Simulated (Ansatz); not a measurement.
Isolated molecules relaxed with PBE0-D4/def2-TZVP in Ansatz; ΔE leaves out vibrations. CCSD(T)/CBS is the MP2 limit (def2-TZVPP, def2-QZVPP) plus CCSD(T) − MP2 in def2-TZVPP, frozen cores. DFT in def2-TZVPP. Each species was taken in one conformer, which may not be the lowest.

`F[SiH](Cl)O[SiH3]` → `O[SiH2][SiH](F)Cl`  (isomerisation)

`F[SiH](Cl)O[SiH3]`:

Z-matrix (Å, degrees):
```
Si
Cl 1 2.036
O 1 1.603 2 110.5
F 1 1.584 2 107.3 3 -119.4
H 1 1.466 2 110.1 3 122.5
Si 3 1.647 1 149.6 2 -34.0
H 6 1.483 3 109.5 1 -72.4
H 6 1.483 3 109.5 1 48.2
H 6 1.481 3 107.4 1 168.0
```

`O[SiH2][SiH](F)Cl`:

Cartesian coordinates in Å:
```
O -0.043 -1.707 1.099
Si 0.794 -0.345 0.698
Si -0.339 0.738 -1.054
F 0.087 2.273 -1.166
Cl -2.334 0.666 -0.538
H -0.986 -1.610 1.251
H 0.902 0.619 1.829
H 2.150 -0.789 0.293
H -0.231 0.156 -2.412
```

```json
{"level": "ωB97M-V", "ΔE (kcal/mol)": "36.3", "difference from CCSD(T)/CBS": "0.2"}
{"level": "PBE", "ΔE (kcal/mol)": "28.7", "difference from CCSD(T)/CBS": "-7.4"}
{"level": "PBE0", "ΔE (kcal/mol)": "31.6", "difference from CCSD(T)/CBS": "-4.5"}
{"level": "HF/def2-TZVPP", "ΔE (kcal/mol)": "42.4", "difference from CCSD(T)/CBS": "6.3"}
{"level": "MP2/def2-TZVPP", "ΔE (kcal/mol)": "38.2", "difference from CCSD(T)/CBS": "2.1"}
{"level": "CCSD/def2-TZVPP", "ΔE (kcal/mol)": "37.6", "difference from CCSD(T)/CBS": "1.5"}
{"level": "HF/def2-QZVPP", "ΔE (kcal/mol)": "43.0", "difference from CCSD(T)/CBS": "6.9"}
{"level": "MP2/def2-QZVPP", "ΔE (kcal/mol)": "38.1", "difference from CCSD(T)/CBS": "2.0"}
{"level": "SCS-MP2/def2-QZVPP", "ΔE (kcal/mol)": "38.7", "difference from CCSD(T)/CBS": "2.6"}
{"level": "CCSD/CBS(def2)", "ΔE (kcal/mol)": "37.0", "difference from CCSD(T)/CBS": "0.9"}
{"level": "CCSD(T)/CBS", "ΔE (kcal/mol)": "36.1", "difference from CCSD(T)/CBS": "0"}
```

Largest T1 diagnostic among the species: 0.012.

In def2-TZVPP, CCSD(T) changes the Hartree–Fock value by −5.7 kcal/mol (the triples alone add −0.9 kcal/mol) and MP2 by −4.2 kcal/mol. From PBE to PBE0 (25 % exact exchange), in def2-TZVPP and without D4, ΔE moves by +2.9 kcal/mol.
